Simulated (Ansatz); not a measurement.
Job for Ansatz (a program for electronic structure): R-wB97X-V/def2-TZVPP on GeH4Se (SMILES [GeH3][SeH]), a point of a torsion scan.

Ansatz 0.2 input:
```yaml
crystal:
  periodic: [false, false, false]
  atoms:
    - {symbol: Ge, position_ang: [-0.58080267, -0.02366213, -0.02051038]}
    - {symbol: Se, position_ang: [1.58113724, -0.80772338, -0.28035210]}
    - {symbol: H, position_ang: [-0.79251925, 1.21093011, -0.84574635]}
    - {symbol: H, position_ang: [-1.51860557, -1.09750826, -0.47344388]}
    - {symbol: H, position_ang: [-0.87989960, 0.30815999, 1.41378108]}
    - {symbol: H, position_ang: [2.16695403, 0.50721957, -0.27196136]}
basis:
  gaussian:
    orbitals: def2-TZVPP
hamiltonian:
  xc: {name: wB97X-V}
scf: {lower_state_search: off}
```

The head of its log:

```
WARN ansatz: RAYON_NUM_THREADS=1 ignored (pool sized by the plan → 1); use --threads N
Functional definition: wB97X-V
these checks for a lower state are left out or cut short: stability, starts, cluster_reference, orbital_swaps, neighbouring_geometries, increment
integrals: 0.10 GiB planned
1034 factors; their error is unknown
integrals: 0.13 GiB planned
206 factors; integrals over basis functions are off by at most 2.7e-5 eV
mean field: 0.89 GiB planned
mean field evaluation 1: about -121921.3267 eV, gradient 1.9e1 eV
mean field evaluation 2: about -121921.6250 eV, gradient 1.7e1 eV
```

**Question.** What total energy does the run end on?

**Answer.** -4480.5621 hartree.
